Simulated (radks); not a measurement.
Question: The table gives one normalised radial function P(r) = r R(r) of Al2+ in [He] 2s2 2p4 3s1 3p2 (r in bohr). Calculated with a radial shooting solver on a logarithmic mesh with Libxc functionals: non-relativistic Kohn-Sham, exchange-only r2SCAN, spin-polarised, spherical densities, point nucleus; open shells are filled with parallel spins first; meta-GGA in the generalised Kohn-Sham scheme.

r	P
0.00386	0.3337
0.004907	0.4185
0.006289	0.5267
0.007994	0.6549
0.01024	0.8151
0.01302	0.9995
0.01656	1.2138
0.02122	1.4643
0.02697	1.7281
0.03429	1.9989
0.04394	2.2624
0.05585	2.4684
0.07157	2.5878
0.09099	2.5707
0.1157	2.3928
0.1482	2.0382
0.1884	1.5704
0.2395	1.0615
0.307	0.5964
0.3902	0.2797
0.5001	0.0986
0.6357	0.0260
0.8081	0.0046
1.036	0.0005
1.317	0.0000
1.687	0.0000
2.145	0.0000
2.726	0.0000
3.494	0.0000
4.441	0.0000
5.646	0.0000
7.235	0.0000

Which n and l does it have? It may be an empty orbital.

Answer: n = 1, l = 0: the number of nodes gives n - l - 1 = 0, the rise at small r (about r^(l+1)) gives l, and the extent must fit the shell. The curve is that of 1s down; the table hardly tells the two spins apart. 1s down: eigenvalue -1591.2 eV, 0 radial nodes, <r> = 0.120 bohr, 90 % of the charge inside 0.214 bohr.
